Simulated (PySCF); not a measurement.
## Electric field gradients and quadrupole coupling constants

Species: C4H12OSi.
Atom-mapped SMILES: `[CH3:1][SiH2:2][O:3][CH:4]([CH3:5])[CH3:6]` (hydrogens: H7, H8, H9 on C1; H10, H11 on Si2; H12 on C4; H13, H14, H15 on C5; H16, H17, H18 on C6)

Geometry (PBE0-D3(BJ)/def2-SVP, Å), atoms numbered from 1 in this order:
```
atom  x, y, z in Å
C1     3.1769   -0.0858    0.2389
Si2    1.6218    0.3997   -0.6654
O3     0.3331   -0.1394    0.2443
C4    -1.0221   -0.1192   -0.1623
C5    -1.6423    1.2359    0.1361
C6    -1.7342   -1.2535    0.5482
H7     4.0674    0.2466   -0.3171
H8     3.2308   -1.1779    0.3613
H9     3.2023    0.3756    1.2377
H10    1.5712    1.8868   -0.8525
H11    1.5607   -0.2247   -2.0284
H12   -1.0803   -0.3009   -1.2558
H13   -1.5868    1.4449    1.2158
H14   -2.6986    1.2636   -0.1718
H15   -1.1115    2.0406   -0.3948
H16   -1.6749   -1.1088    1.6381
H17   -1.2595   -2.2151    0.3053
H18   -2.7943   -1.3008    0.2571
```

Field gradients from the PBE0/pcSseg-1 density (PySCF, non-relativistic), principal values in atomic units, ordered |Vxx| ≤ |Vyy| ≤ |Vzz|:

| atom | Vxx | Vyy | Vzz |
| --- | --- | --- | --- |
| O3 | -0.4496 | -1.2321 | 1.6817 |

Problem. Find the asymmetry η = (Vxx − Vyy)/Vzz and the couplings χ = eQV/h (234.96 MHz × Q in barn × V in au), with Q(17O) = −0.0256 b.

Solution. 
```
atom         environment  nucleus     η  χzz (MHz)  χxx (MHz)  χyy (MHz)
  O3  silyl ether oxygen      17O  0.47     -10.12       2.70       7.41
```

The tensor is traceless: Vxx + Vyy + Vzz = 0.

Problem. What is Vzz at O3 in SI units (1 au = 9.71736 × 10²¹ V/m²)?

Solution. 1.6817 au = 16.341 × 10²¹ V/m².

Problem. And the gradient at the other heavy atoms, for which no coupling is worked out here?

Solution. 
```
atom                 environment  Vzz (au)     η
  C1            Si-methyl carbon    -0.074  0.24
 Si2        oxygen-bound silicon     0.472  0.30
  C4  sp3 carbon bound to oxygen     0.394  0.06
  C5               methyl carbon     0.032  0.51
  C6               methyl carbon     0.040  0.49
```

Were the hydrogens deuterons (Q(2H) = 0.00286 b), χzz would run from 90 kHz (H11 and H10) to 201 kHz (H8, H9 and H7).

One conformer (not necessarily the lowest) at the PBE0-D3(BJ)/def2-SVP geometry, without solvent, vibrations or thermal averaging. The small basis limits the accuracy of the gradients.
